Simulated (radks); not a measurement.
The numbers below are computed, except where a source is named.
Q: The table gives one normalised radial function P(r) = r R(r) of S in [Ne] 3s2 3p3 7f1 (r in bohr). Level of theory: non-relativistic Kohn-Sham, LDA (Slater exchange, Perdew-Wang correlation), spin-unpolarised, spherical densities, point nucleus (a radial shooting solver on a logarithmic mesh with Libxc functionals).

r              P
0.008913   0.2629
0.01257    0.3490
0.01788    0.4538
0.02542    0.5663
0.03586    0.6619
0.05099    0.7028
0.0725     0.6213
0.1023     0.3542
0.1454    -0.1432
0.2051    -0.7711
0.2916    -1.3249
0.4147    -1.4936
0.585     -1.1869
0.8318    -0.6312
1.183     -0.2039
1.668     -0.0358
2.372     -0.0025
3.346     -0.0001
4.758     0.0000
6.765     0.0000
9.543     0.0000
13.57      0.0000
19.14      0.0000
27.22      0.0000
38.7       0.0000
54.59      0.0000
77.62      0.0000
110.4      0.0000
155.7      0.0000

Which n and l does it have? It may be an empty orbital.

A: n = 2, l = 0: the number of nodes gives n - l - 1 = 1, the rise at small r (about r^(l+1)) gives l, and the extent must fit the shell. The curve is that of 2s. 2s: eigenvalue -220.63 eV, 1 radial node at r = 0.133 bohr, <r> = 0.483 bohr, 90 % of the charge inside 0.757 bohr.
